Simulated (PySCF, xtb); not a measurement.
ClH₇Si₃, SMILES Cl[SiH2][SiH2][SiH3]. The values are those of a single conformer.

Harmonic wavenumbers (cm⁻¹) from GFN2-xTB run with xtb at its own minimum, in rising order: 23, 27, 72, 137, 325, 364, 386, 431, 459, 465, 513, 563, 579, 603, 686, 780, 810, 811, 820, 837, 2154, 2160, 2205, 2229, 2235, 2237, 2250.

### Question
What does B3LYP-D3(BJ)/def2-SVP (PySCF 2.14.0) give at its own minimum? (The exact figures need the calculation; the answer reports its results.)

### Answer
39, 77, 112, 155, 337, 389, 414, 453, 502, 535, 566, 672, 690, 720, 824, 881, 917, 942, 946, 951, 2194, 2206, 2212, 2219, 2221, 2229, 2236. Paired by order, the mean absolute difference is 58 cm⁻¹ and the zero-point energies are 36.0 and 38.1 kcal/mol.
